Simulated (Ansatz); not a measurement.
Frontier orbitals of C2H6FOSc, SMILES `C[O][Sc]([CH3])[F]`.

```xyz
11

C     0.990   -1.819   -1.227
O     0.678   -0.730   -0.425
Sc    0.493    0.723    0.709
C    -1.524    1.569    0.881
F     1.867    1.482    1.699
H     2.050   -2.086   -1.143
H     0.394   -2.693   -0.942
H     0.777   -1.598   -2.279
H    -1.941    1.835   -0.099
H    -1.561    2.469    1.506
H    -2.225    0.846    1.319
```

Total charge 0; spin multiplicity 1. Correlated methods include outer-core shells of Sc, which these sets cover unevenly. Scalar relativity is left out up to krypton. All single points use the PBE0-D4/def2-TZVP geometry. It is one conformer, not always the lowest. Basis def2-TZVPP, Ansatz.

| functional | HOMO (eV) | LUMO (eV) | gap (eV) |
| --- | --- | --- | --- |
| LDA (SPW92) | -5.75 | -2.99 | 2.76 |
| PBE | -5.58 | -2.77 | 2.81 |
| BLYP | -5.45 | -2.82 | 2.63 |
| PBE0 | -6.94 | -1.84 | 5.10 |
| r2SCANh | -6.35 | -2.09 | 4.26 |
| BHLYP | -8.19 | -1.17 | 7.02 |
| ωB97M-V | -9.27 | -0.34 | 8.93 |

From PBE to PBE0 the HOMO moves by −1.36 eV and the LUMO by +0.93 eV, and with ωB97M-V by −3.68 and +2.43 eV, so the gap grows from 2.81 to 8.93 eV with exact exchange.
